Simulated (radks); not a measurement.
The numbers below are computed, except where a source is named.
Problem. Species: Xe. Configuration: [Xe] (the NIST ground configuration). Level of theory: scalar-relativistic Kohn-Sham, LDA (Slater exchange, Perdew-Wang correlation), spin-polarised, spherical densities, finite nucleus; Fermi nuclear charge, rms radius 4.7859 fm (a radial shooting solver on a logarithmic mesh with Libxc functionals). Some entries of the table are withheld. Estimate them.

orbital,occ.,eigenvalue (eV),<r> (bohr),<1/r> (bohr^-1)
1s,2,-34332.82,0.02668,58.05
2s,2,(1),0.1147,13.32
2p,6,(2),0.1003,12.72
3s,2,(3),0.3069,4.784
3p,6,-916.2847,0.3047,4.548
3d,10,-653.8635,0.2811,4.310
4s,2,-196.9709,0.7170,1.954
4p,6,-141.0229,0.7653,(4)
4d,10,-59.4509,0.8778,1.513
5s,2,-19.9808,1.855,0.7079
5p,6,-8.3840,2.310,0.5638

Solution. 
(1) 2s eigenvalue (eV): -5344.379
(2) 2p eigenvalue (eV): -4798.405
(3) 3s eigenvalue (eV): -1092.677
(4) 4p <1/r> (bohr^-1): 1.793
